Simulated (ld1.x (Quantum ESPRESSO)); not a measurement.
# Logarithmic derivatives: W (Z = 74), TM

W, norm-conserving Troullier–Martins (Kleinman–Bylander form), made with ld1.x (Quantum ESPRESSO) 7.5 (PBEsol, scalar-relativistic). Core [Xe] 4f14, reference 5d4 6s1.5 6p0.5. Waves: 6p (bound): rc 3.80 bohr; 5d (bound): rc 2.25 bohr; 6s (bound): rc 2.30 bohr. Local part: the s channel. Core correction: none.

The phase is arctan(r·u′/u) with u = r·R(r), unwrapped; energies in Ry, scanned from -2 to 5 Ry. A pole is an energy at which the radial function vanishes at the test radius. The pseudo phase is shifted by a multiple of π to meet the all-electron one at the reference energy, and phase errors are pseudo minus all-electron; the curves can meet again beyond the range given. Levels narrower than the energy grid can be missing from the lists of poles.

For each channel, where are the poles, and over which energies does the pseudopotential scatter like the atom?

```
channel  radius (bohr)  reference energy (Ry)  poles, all-electron  poles, pseudo  unbroken range about the reference energy with phases within 0.05 rad  phase error 1 Ry above the reference energy (rad)
      s           4.12                  -0.46          -0.14, 2.97    -0.14, 2.49                                                              below 0.8                                             -0.014
      p           4.12                  -0.13           0.59, 3.96     0.57, 3.37                                                              below 1.3                                             -0.013
      d           4.12                  -0.39          -0.32, 1.93    -0.32, 2.09                                                              below 0.5                                             +0.109
```

Phases in the s channel:

```
E (Ry)  all-electron  pseudo
 -2.00         1.372   1.371
 -1.52         1.324   1.324
 -1.04         1.200   1.200
 -0.56        -0.392  -0.393
 -0.08        -1.602  -1.603
  0.40        -1.780  -1.788
  0.88        -2.086  -2.165
  1.36        -3.804  -4.105
  1.84        -4.483  -4.561
  2.32        -4.625  -4.683
  2.80        -4.694  -4.766
  3.28        -4.743  -4.893
  3.76        -4.793  -6.263
  4.24        -4.864  -7.684
  4.72        -5.036  -7.802
```
